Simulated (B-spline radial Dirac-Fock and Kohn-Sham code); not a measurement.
**Photoionisation of nitrogen ions at Al Kα (taken as 1486.9 eV)**

These are calculated numbers from a radial atomic solver; the model is a relativistic central-field model (Hartree-Slater potential of the initial state, Latter tail, multipole expansion of the photon field, Dirac-Fock thresholds). Cross sections in kb; a dash marks an empty subshell or a threshold above the photon energy.

```csv
ion,configuration,total,1s,2s,2p1/2,2p3/2
N,[He] 2s2 2p3,26.35,25.1,1.18,0.0298,0.0590
N⁺,[He] 2s2 2p2,26.63,25.2,1.34,0.0265,0.0525
N²⁺,[He] 2s2 2p1,26.92,25.4,1.49,0.0152,0.0301
```
